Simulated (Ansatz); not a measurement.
`O[SiH2][GeH3]` + `N[SiH2][SiH3]` → `O[SiH2]N[SiH2][SiH3]` + GeH₄  (cleavage of the Si–Ge bond)

Computed with Ansatz on PBE0-D4/def2-TZVP structures; ΔE is electronic, products minus reactants. CCSD(T)/CBS adds triple-zeta CCSD(T) − MP2 to the extrapolated MP2 energy (def2 sets, frozen cores). This one scheme is used for every species. Functionals use def2-TZVPP. For Ge outer-core shells are correlated without core-valence functions, which leaves a few kJ/mol of doubt a bond. Scalar relativity is left out up to krypton. One conformer a species, not always the lowest.

```csv
level,ΔE (kcal/mol)
PBE-D4,-13.9
HF/CBS(def2),-18.6
```

Problem. What does CCSD(T)/CBS give? (Estimate.)

Solution. Computed: -17.2 kcal/mol. The listed levels differ from it by 3.3, -1.4 kcal/mol.

Largest T1 diagnostic among the species: 0.012.

The D4 term adds −2.1 kcal/mol with B3LYP and −1.2 kcal/mol with PBE0; it sums over pairs of atoms, weighted by their polarisabilities, and B3LYP, whose exchange is more repulsive, gets the larger term. From PBE to PBE0 (25 % exact exchange), in def2-TZVPP and without D4, ΔE moves by −1.3 kcal/mol.

B3LYP here is the variant with VWN-RPA as its local correlation; programs differ in this.
